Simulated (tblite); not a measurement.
C2H8ClNSi.
Cartesian coordinates in Å at the GFN2-xTB level; atoms count from 1:
```
atom  x, y, z in Å
C1    -0.9968   -1.1095   -0.0147
N2    -0.0535   -0.0294   -0.1707
C3    -0.7083    1.2583   -0.2031
Si4    1.5972   -0.2545    0.2364
Cl5    2.6204    1.2993   -0.5304
H6    -1.5286   -1.0423    0.9413
H7    -1.7359   -1.0730   -0.8192
H8    -0.4793   -2.0639   -0.0548
H9    -1.4282    1.2821   -1.0258
H10   -1.2485    1.4570    0.7297
H11    0.0241    2.0456   -0.3571
H12    2.0178   -1.4886   -0.4200
H13    1.9151   -0.2806    1.6706
```

Computed values, GFN2-xTB/tblite, gas phase, harmonic and unscaled. The method is semi-empirical: single wavenumbers can be off by several per cent or more. Modes of hydrogen on silicon can be 10 to 20 % off. One conformer, not necessarily the lowest.

Harmonic wavenumbers (cm⁻¹): 55.2, 139.1, 162.7, 193.3, 269.6, 289.1, 389.6, 510.4, 521.1, 585.2, 695.4, 746.5, 806.7, 1044.0, 1059.0, 1089.7, 1127.6, 1202.1, 1311.3, 1418.4, 1429.5, 1477.8, 1487.6, 1497.9, 1508.6, 2183.7, 2279.0, 2906.6, 2908.1, 2956.5, 2960.7, 3040.9, 3048.0.

A = 6081, B = 1865, C = 1511 MHz; mass 109.011 u (most abundant isotopes); point group C1, symmetry number 1.

Problem. What is the zero-point energy?

Solution. Half the sum of the wavenumbers: 21650 cm⁻¹ = 258.99 kJ/mol.

Problem. Entropy at 350 K, 1 bar (ideal gas, RRHO, classical rotation)?

Solution. Translation 170.70, rotation 116.35, vibration 94.71: S = 381.8 J/(mol K).

Problem. And Cp and H(350 K) − H(0)?

Solution. Cp = 131.05 J/(mol K), of which vibrations give 97.79 (their classical limit is 33 R = 274.4); H(350 K) − H(0) = 29.36 kJ/mol without the zero-point energy, 17.72 from vibrations.

Problem. What must be added to the electronic energy to get the Gibbs energy at 350 K and 1 bar?

Solution. ZPE + [H(350 K) − H(0)] − T·S = 258.99 + 29.36 − 133.61 = 154.74 kJ/mol.

Problem. How do the functions run with temperature in this model?

Solution. 
```json
{"T (K)": "150", "S (J/(mol K))": "295.3", "Cp (J/(mol K))": "79.1", "H − H(0) (kJ/mol)": "8.22", "G − H(0) (kJ/mol)": "-36.07", "ln q(vib)": "1.79"}
{"T (K)": "250", "S (J/(mol K))": "342.1", "Cp (J/(mol K))": "106.0", "H − H(0) (kJ/mol)": "17.49", "G − H(0) (kJ/mol)": "-68.02", "ln q(vib)": "3.55"}
{"T (K)": "298.15", "S (J/(mol K))": "361.8", "Cp (J/(mol K))": "118.2", "H − H(0) (kJ/mol)": "22.89", "G − H(0) (kJ/mol)": "-84.97", "ln q(vib)": "4.40"}
{"T (K)": "400", "S (J/(mol K))": "400.0", "Cp (J/(mol K))": "142.8", "H − H(0) (kJ/mol)": "36.21", "G − H(0) (kJ/mol)": "-123.80", "ln q(vib)": "6.17"}
{"T (K)": "600", "S (J/(mol K))": "465.8", "Cp (J/(mol K))": "182.4", "H − H(0) (kJ/mol)": "68.92", "G − H(0) (kJ/mol)": "-210.56", "ln q(vib)": "9.53"}
{"T (K)": "900", "S (J/(mol K))": "548.0", "Cp (J/(mol K))": "222.8", "H − H(0) (kJ/mol)": "130.17", "G − H(0) (kJ/mol)": "-363.06", "ln q(vib)": "14.22"}
```

q(vib) and H(0) count from the zero-point level.

Problem. Which modes carry the vibrational entropy at 350 K?

Solution. 55.2 cm⁻¹: 20.66; 139.1 cm⁻¹: 13.07; 162.7 cm⁻¹: 11.81; 193.3 cm⁻¹: 10.44; 269.6 cm⁻¹: 7.87; 289.1 cm⁻¹: 7.35 J/(mol K); the other 27 give 23.49 together.

Hindered rotation and anharmonicity are outside this model. Other conformers, if any are populated, would add a mixing term that is left out. The structure is chiral; the term R ln 2 for an equal mix with its mirror image is left out.

Run on x86-64 server, one thread, no GPU, on a shared host. The figure is for the frequency step alone.
